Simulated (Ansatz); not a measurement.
`[SiH3][O][GaH][SH]` + `[OH][Sn][O][SiH3]` → `[SiH3][O][Sn][O][SiH3]` + `[OH][GaH][SH]`  (ligand exchange at the Si–O bond)

Isolated molecules relaxed with PBE0-D4/def2-TZVP in Ansatz; ΔE leaves out vibrations. CCSD(T)/CBS is the MP2 limit (def2-TZVPP, def2-QZVPP) plus CCSD(T) − MP2 in def2-TZVPP, frozen cores. Functionals use def2-TZVPP. B3LYP here is the variant with VWN-RPA as its local correlation; programs differ in this. def2 core potentials past Kr. For Ga, Sn outer-core shells are correlated without core-valence functions, which leaves a few kJ/mol of doubt a bond. Scalar relativity is left out up to krypton. Each species was taken in one conformer, which may not be the lowest.

| level | ΔE (kcal/mol) | difference from CCSD(T)/CBS |
| --- | --- | --- |
| LDA (SPW92) | 0.7 | 1.2 |
| revPBE-D4 | -0.1 | 0.4 |
| BLYP-D4 | -0.4 | 0.1 |
| r2SCAN-D4 | 0.1 | 0.6 |
| B97M-V | -0.1 | 0.4 |
| PBE0-D4 | -0.1 | 0.4 |
| r2SCANh-D4 | 0.0 | 0.5 |
| B2PLYP | 0.1 | 0.6 |
| PBE0 | 0.3 | 0.8 |
| B3LYP | 0.2 | 0.7 |
| r2SCAN0 | 0.1 | 0.6 |
| HF/def2-SVP | -1.9 | -1.4 |
| CCSD(T)/def2-SVP | -1.4 | -0.9 |
| CCSD(T)/def2-TZVPP | -0.1 | 0.4 |
| HF/def2-QZVPP | -0.5 | 0.0 |
| MP2/def2-QZVPP | -0.4 | 0.1 |
| CCSD(T)/CBS | -0.5 | 0 |

**Question.** What do rigid-rotor, harmonic-oscillator terms from PBE0-D4/def2-TZVP frequencies (298.15 K, 1 bar) make of the CCSD(T)/CBS value? (Best estimate.)

**Answer.** The calculation gave: ΔZPE = 0.0 kcal/mol, ΔH = -0.4 kcal/mol, ΔS = -5 J/(mol·K), ΔG = -0.1 kcal/mol.

Largest T1 diagnostic among the species: 0.016.

Leaving LDA and LC-ωPBE aside and taking each functional with its dispersion term where it has one, the values, not all of them listed here, spread over 0.8 kcal/mol, from BHLYP-D4 to r2SCAN-D4. At CCSD(T), def2-SVP lies −0.9 kcal/mol from the extrapolated value and def2-TZVPP +0.4 kcal/mol.
